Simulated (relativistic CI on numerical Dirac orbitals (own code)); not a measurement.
Calculated at this level of theory: Dirac-Coulomb-Breit CI, orbitals from a KLI potential per configuration, model QED, unscaled Slater integrals (own radial code, finite nucleus).

The strongest absorption lines from the ground level of an ion, among the configurations computed and to levels below about 314 eV (vacuum wavelength in nm, gf): 4.0222 (0.73), 4.6464 (1.2), 4.7094 (0.76), 4.7192 (0.66), 4.7260 (2.1), 4.7440 (2.3), 4.9183 (1.2), 22.155 (0.52).

Task: Which ion is it?
A. S⁶⁺
B. Ar¹⁰⁺
C. Si⁶⁺
D. S⁸⁺

Result: D. S⁸⁺ has 8 electrons and the ground level 2s²2p⁴ ³P2; the strongest line goes to 2s²2p³3d ³D°3. The pattern of lines fixes the number of electrons, and along that sequence the line energies rise steadily with the charge (about as its square where n changes within one kind of shell, about linearly where n is kept but much faster in heavy ions where fine structure, which grows about as Z⁴, sets the gap, and irregularly where shells cross), which fixes Z. Configurations outside the model, such as inner-shell arrays, can give stronger lines. At this charge configurations can still be misplaced by up to about 7 % of their energy.
